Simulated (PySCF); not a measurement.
Isomers of C7H16OSi. Computed with PBE0-D3(BJ)/def2-SVP geometry optimisation, gas phase in PySCF. Energies are electronic, without zero-point or thermal terms, for one conformer each. No frequencies were run at this level. Point groups hold within 0.08 Å.

Task: Rank from lowest to highest electronic energy at this level (kcal/mol).
A. `[CH3:1][C:2]([CH3:3])([CH3:4])[Si@@H:5]([OH:6])[CH:7]1[CH2:8][CH2:9]1` with C2–Si5–O6–H 173°, C2–Si5–C7–C8 86°
B. `[CH3:1][CH2:2][O:3][Si@@H:4]1[CH2:5][CH2:6][C@@H:7]([CH3:8])[CH2:9]1` with C1–C2–O3–Si4 -177°, C2–O3–Si4–C5 -70°, O3–Si4–C5–C6 -125°, Si4–C5–C6–C7 35°, C5–C6–C7–C8 -176°, C6–C7–C9–Si4 38°

Result: B (0.0), A (14.1).

As drawn, the higher has a three-membered ring and an O–H bond, which the lower lacks.

```csv
SMILES,E (Eh),E rel (kcal/mol),dipole (D),point group,"A, B, C (MHz)"
CCO[Si@@H]1CC[C@@H](C)C1,-640.28350,0.0,0.77,C1,"2954, 658.5, 615.9"
CC(C)(C)[Si@@H](O)C1CC1,-640.26111,14.1,1.48,C1,"2021, 954.7, 790.9"
```
